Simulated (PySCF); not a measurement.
Electron correlation in C⁺ (carbon, charge +1)

[He] 2s2 3d1, 2D determinant (an excited configuration). All numbers are calculated (PySCF 2.14, no relativity, point nucleus, in aug-cc-pwCVDZ). Frozen: 1s2; 3 electrons correlated.

```
  level  correlation energy (mhartree)
   CCSD                         -70.75
    (T)                          -0.72
CCSD(T)                         -71.47
  CCSDT                         -71.83
```

Diagnostics: T1 = 0.011, D1 = 0.0164, largest double amplitude 0.159.

The outer electron is Rydberg-like, and this basis confines it to a smaller radius and binds it less than a complete one would. A double-excitation amplitude exceeds 0.15, a sign of near-degeneracy.

Cost of the coupled-cluster step: of the order of 0.5 core-seconds, for 3 correlated electrons.

Iterations:

```
CC2 = 0
CCSD nocc = (np.int64(2), np.int64(1)), nmo = (26, 26)
frozen orbitals [[0], [0]]
max_cycle = 100
direct = 0
conv_tol = 1e-08
conv_tol_normt = 1e-06
diis_space = 8
diis_start_cycle = 0
Init t2, MP2 energy = -0.0527399379371725
Init E_corr(UCCSD) = -0.0527399379371778
cycle = 1  E_corr(UCCSD) = -0.0830545771881829  dE = -0.0303146393  norm(t1,t2) = 0.243769
cycle = 2  E_corr(UCCSD) = -0.112233850203952  dE = -0.029179273  norm(t1,t2) = 0.392334
cycle = 3  E_corr(UCCSD) = -0.0512135469332257  dE = 0.0610203033  norm(t1,t2) = 0.627562
cycle = 4  E_corr(UCCSD) = -0.0749847753611172  dE = -0.0237712284  norm(t1,t2) = 0.101264
cycle = 5  E_corr(UCCSD) = -0.0708620750889077  dE = 0.00412270027  norm(t1,t2) = 0.0952093
cycle = 6  E_corr(UCCSD) = -0.0702552227700895  dE = 0.000606852319  norm(t1,t2) = 0.0109532
cycle = 7  E_corr(UCCSD) = -0.0707627890351753  dE = -0.000507566265  norm(t1,t2) = 0.0100499
cycle = 8  E_corr(UCCSD) = -0.0709680858932566  dE = -0.000205296858  norm(t1,t2) = 0.00360468
cycle = 9  E_corr(UCCSD) = -0.0707023623337264  dE = 0.00026572356  norm(t1,t2) = 0.00330314
cycle = 10  E_corr(UCCSD) = -0.0707464167641228  dE = -4.40544304e-05  norm(t1,t2) = 0.000615145
cycle = 11  E_corr(UCCSD) = -0.0707471512972801  dE = -7.34533157e-07  norm(t1,t2) = 8.98784e-05
cycle = 12  E_corr(UCCSD) = -0.0707478976368506  dE = -7.4633957e-07  norm(t1,t2) = 1.53802e-05
cycle = 13  E_corr(UCCSD) = -0.0707480303582099  dE = -1.32721359e-07  norm(t1,t2) = 8.94924e-06
cycle = 14  E_corr(UCCSD) = -0.0707479790603656  dE = 5.12978443e-08  norm(t1,t2) = 4.54234e-06
cycle = 15  E_corr(UCCSD) = -0.0707479439398607  dE = 3.51205049e-08  norm(t1,t2) = 2.06582e-06
cycle = 16  E_corr(UCCSD) = -0.0707479479128779  dE = -3.97301723e-09  norm(t1,t2) = 4.34593e-07
UCCSD converged
E(UCCSD) = -36.63051445852426  E_corr = -0.07074794791287795
UCCSD(T) correction = -0.000719239575305808
```
